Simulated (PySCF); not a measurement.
**Correlation energy of W (tungsten, neutral)**

[Xe] 4f14 5d5 6s1, high-spin 7S determinant (an excited configuration). Computed with PySCF 2.14 in def2-QZVPPD with the def2 core potential (60 electrons) (7s6p4d3f2g, 84 functions), with scalar relativity through the core potential. Frozen: nothing; 14 electrons correlated.

MP2 pair energies summed by pair of shells (mhartree):

```json
{"pair": "5p-5d", "energy": "-128.55", "share (%)": "36.4"}
{"pair": "5p-5p", "energy": "-82.69", "share (%)": "23.4"}
{"pair": "5d-5d", "energy": "-57.05", "share (%)": "16.1"}
{"pair": "5s-5p", "energy": "-29.64", "share (%)": "8.4"}
{"pair": "5d-6s", "energy": "-21.24", "share (%)": "6.0"}
{"pair": "5s-5d", "energy": "-14.31", "share (%)": "4.1"}
{"pair": "5p-6s", "energy": "-14.21", "share (%)": "4.0"}
{"pair": "5s-5s", "energy": "-4.95", "share (%)": "1.4"}
{"pair": "5s-6s", "energy": "-0.66", "share (%)": "0.2"}
```

Total MP2 correlation energy: -353.31 mhartree.

Same-spin part -145.22 and opposite-spin part -208.09 mhartree; SCS-MP2 scales them by 1/3 and 6/5 to -298.11 mhartree.

The basis has no tight functions for the innermost shells, so their pair energies are far from complete.

This basis was not built for core-valence correlation, so the inner-shell part is incomplete.
